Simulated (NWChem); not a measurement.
Molecule: AlHOBrF; SMILES [OH][Al]([F])[Br]

```xyz
5

Al     0.0079    -0.9411     0.0000
F     -1.4258    -1.7711     0.0000
Br    -0.0209     1.2828     0.0000
O      1.4824    -1.7527     0.0000
H      1.6008    -2.7040     0.0000
```
Atoms are numbered in this order, from 1.

Structure relaxed at the PBE0/def2-SVP level.

Symmetry labels are those of Cs in the frame above (b1 and b2, or b-type labels, depend on it).

Task: List the 4 lowest vertical singlet excitations from B3LYP/def2-SVPD, TDA (NWChem).

Result: 
```csv
state,energy (eV),oscillator strength,symmetry,leading excitation (squared amplitude)
S1,6.02,0.018,a',HOMO → LUMO (0.99)
S2,6.14,0.023,a",HOMO−1 → LUMO (0.98)
S3,6.95,0.000,a",HOMO → LUMO+1 (0.99)
S4,7.05,0.065,a",HOMO−2 → LUMO (0.98)
```
